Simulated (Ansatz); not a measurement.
Stepwise reaction of `F[SiH2]F` with ammonia, as a gas-phase model of exchange steps in deposition or etching. ΔE in kJ/mol; ΔG adds harmonic PBE0-D4 terms to CCSD(T)/CBS, at 1 bar.

Calculated with Ansatz (gas phase, PBE0-D4/def2-TZVP geometries, no zero-point term in ΔE). CBS: MP2 limit from def2 TZ/QZ plus the TZ coupled-cluster correction, frozen cores. This one scheme is used for every species. Functionals use def2-TZVPP. B3LYP here is the variant with VWN-RPA as its local correlation; programs differ in this. One conformer a species, not always the lowest.

```
step                              reaction  PBE-D4  B3LYP-D4  ωB97M-V  CCSD(T)/CBS  ΔG(400 K)
   1  `F[SiH2]F` + NH₃ → `N[SiH](F)F` + H₂   -55.2     -57.7    -59.7        -57.5      -64.6
```

Question: Give the row of step 2, `N[SiH](F)F` + NH₃ → `N[Si](N)(F)F` + H₂. (Estimate.)

Answer: The calculation gave: 
```tsv
step	reaction	PBE-D4	B3LYP-D4	ωB97M-V	CCSD(T)/CBS	ΔG(400 K)
2	`N[SiH](F)F` + NH₃ → `N[Si](N)(F)F` + H₂	-55.9	-59.8	-61.2	-59.6	-55.1
```

Question: By hand: ΔE of the 2 steps together at CCSD(T)/CBS.

Answer: (-57.5) + (-59.6) = -117.1 kJ/mol, or -58.5 kJ/mol a step.

In ΔE the steps differ by no more than 2.1 kJ/mol. All are downhill at CCSD(T)/CBS. ΔG lies between -64.6 and -55.1 kJ/mol a step. PBE-D4 differs from CCSD(T)/CBS by 2.3 to 3.7 kJ/mol a step. Isolated molecules leave out the surface, adducts and barriers. Largest T1 diagnostic: 0.012.
